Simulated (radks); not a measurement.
Values are calculated unless marked as measured or tabulated.
All-electron atom: Lu19+ in [Kr] 4d10 4f6. Code: a radial shooting solver on a logarithmic mesh with Libxc functionals. Model: Dirac Kohn-Sham, PBE, spin-unpolarised, spherical densities, point nucleus; open shells are shared between the two j in proportion to 2j + 1.

Unscreened Slater integrals over Kohn-Sham orbitals (hartree). Large and small components are both included. Empty in this configuration: 5s1/2.

\begin{tabular}{lr}
integral & value \\ \hline
F0(4f7/2,4f7/2) & 1.7244 \\
F2(4f7/2,4f7/2) & 0.88660 \\
F4(4f7/2,4f7/2) & 0.57178 \\
F6(4f7/2,4f7/2) & 0.41612 \\
F0(4f7/2,4f5/2) & 1.7307 \\
F2(4f7/2,4f5/2) & 0.88915 \\
F4(4f7/2,4f5/2) & 0.57328 \\
G2(4f7/2,4f5/2) & 0.88547 \\
G4(4f7/2,4f5/2) & 0.57101 \\
G6(4f7/2,4f5/2) & 0.41554 \\
F0(4f7/2,4d5/2) & 1.7252 \\
F2(4f7/2,4d5/2) & 0.86545 \\
F4(4f7/2,4d5/2) & 0.56302 \\
G1(4f7/2,4d5/2) & 0.97387 \\
G3(4f7/2,4d5/2) & 0.64055 \\
G5(4f7/2,4d5/2) & 0.46147 \\
F0(4f7/2,4d3/2) & 1.7400 \\
F2(4f7/2,4d3/2) & 0.87390 \\
G3(4f7/2,4d3/2) & 0.64826 \\
G5(4f7/2,4d3/2) & 0.46642 \\
F0(4f7/2,5s1/2) & 1.1588 \\
G3(4f7/2,5s1/2) & 0.15070 \\
F0(4f5/2,4f5/2) & 1.7372 \\
F2(4f5/2,4f5/2) & 0.89182 \\
F4(4f5/2,4f5/2) & 0.57486 \\
F0(4f5/2,4d5/2) & 1.7314 \\
F2(4f5/2,4d5/2) & 0.86684 \\
F4(4f5/2,4d5/2) & 0.56341 \\
G1(4f5/2,4d5/2) & 0.97127 \\
G3(4f5/2,4d5/2) & 0.63905 \\
G5(4f5/2,4d5/2) & 0.46044 \\
F0(4f5/2,4d3/2) & 1.7463 \\
F2(4f5/2,4d3/2) & 0.87553 \\
G1(4f5/2,4d3/2) & 0.99096 \\
G3(4f5/2,4d3/2) & 0.64997 \\
F0(4f5/2,5s1/2) & 1.1606 \\
G3(4f5/2,5s1/2) & 0.14884 \\
F0(4d5/2,4d5/2) & 1.7458 \\
F2(4d5/2,4d5/2) & 0.89330 \\
F4(4d5/2,4d5/2) & 0.60282 \\
F0(4d5/2,4d3/2) & 1.7605 \\
F2(4d5/2,4d3/2) & 0.89956 \\
G2(4d5/2,4d3/2) & 0.89670 \\
G4(4d5/2,4d3/2) & 0.60519 \\
F0(4d5/2,5s1/2) & 1.1649 \\
G2(4d5/2,5s1/2) & 0.13724 \\
F0(4d3/2,4d3/2) & 1.7757 \\
F2(4d3/2,4d3/2) & 0.90665 \\
F0(4d3/2,5s1/2) & 1.1688 \\
G2(4d3/2,5s1/2) & 0.13279 \\
F0(5s1/2,5s1/2) & 0.97465 \\
\end{tabular}
